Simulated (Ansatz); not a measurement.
A series at Sc: from `[OH][Sc]([OH])[OH]`, ligands are replaced one by one, each step taking up H–F and setting free H₂O; n counts the steps. Ansatz, PBE0-D4/def2-TZVP geometries. Each molecule was computed in one conformer, which needn't be the lowest.

| n | molecule | zero-point energy, PBE0-D4/def2-TZVP (kJ/mol) |
| --- | --- | --- |
| 0 | `[OH][Sc]([OH])[OH]` | 98.0 |
| 1 | `[OH][Sc]([OH])[F]` | 70.5 |
| 2 | `[OH][Sc]([F])[F]` | ? |
| 3 | `[F][Sc]([F])[F]` | 15.0 |

Problem. By hand: fit a straight line y = ȳ + b (n − n̄) to the 3 given rows and predict n = 2.

Solution. n̄ = 1.333, ȳ = 61.17; Σ(n − n̄)(y − ȳ) = -129.17, Σ(n − n̄)² = 4.667, so b = -27.68 kJ/mol a step. Prediction: 61.17 + (-27.68) × (0.667) = 42.7 kJ/mol.

Problem. By hand: compare with the computed value, 42.7 kJ/mol, and give the steps along the whole series.

Solution. The line misses by 0.0 kJ/mol (computed minus predicted). Steps: -27.5, -27.8, -27.7 kJ/mol.

The steps differ by at most 0.3 kJ/mol, 1.1 % of a mean step, so the ligands' effects nearly add and a line is close. The miss is 0.0 % of the series' range.
